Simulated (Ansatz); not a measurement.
Harmonic frequencies (cm⁻¹) at PBE0-D4/def2-TZVP from Ansatz: 124, 130, 136, 160, 172, 184, 213, 268, 309, 396, 443, 545, 579, 581, 784, 824, 1156, 1410, 1412, 3033, 3136, 3138, 3943, 3960.

Each molecule was computed in one conformer, which needn't be the lowest.

(1) Which molecule is it?
A. `C[Se][Ti]([F])([F])[Se]C`
B. `[NH2][Ti]([NH2])([OH])[OH]`
C. `[CH3][Ti]([OH])([OH])[Cl]`
D. `[OH][Ti]([OH])([OH])[SeH]`

Results:

(1) C.
